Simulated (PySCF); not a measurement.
C₂H₃FSi, SMILES C#C[SiH2]F (CAM-B3LYP/def2-SVP optimised geometry):

```
7

Si    -1.804    -0.312     0.000
F     -2.327    -1.038     1.349
C      0.022    -0.312     0.000
C      1.233    -0.308    -0.007
H     -2.309     1.079     0.000
H     -2.309    -1.079    -1.161
H      2.309    -0.306    -0.013
```

Method: CAM-B3LYP/def2-TZVP (PySCF).

**Question.** What are the frontier orbital energies and the dipole moment?

**Answer.** HOMO-2 -11.59 eV, HOMO-1 -10.14 eV, HOMO -9.92 eV, LUMO 0.17 eV, LUMO+1 0.89 eV; dipole moment 1.76 D.

On the same geometry PBE/def2-TZVP (PySCF) gives HOMO-2 -8.59 eV, HOMO-1 -7.55 eV, HOMO -7.34 eV, LUMO -1.85 eV, LUMO+1 -1.24 eV; dipole moment 1.64 D.

Meta-Löwdin charges at CAM-B3LYP/def2-TZVP: Si1 0.99, F2 -0.51, C3 -0.32, C4 -0.13, H5 -0.11, H6 -0.11, H7 0.18.
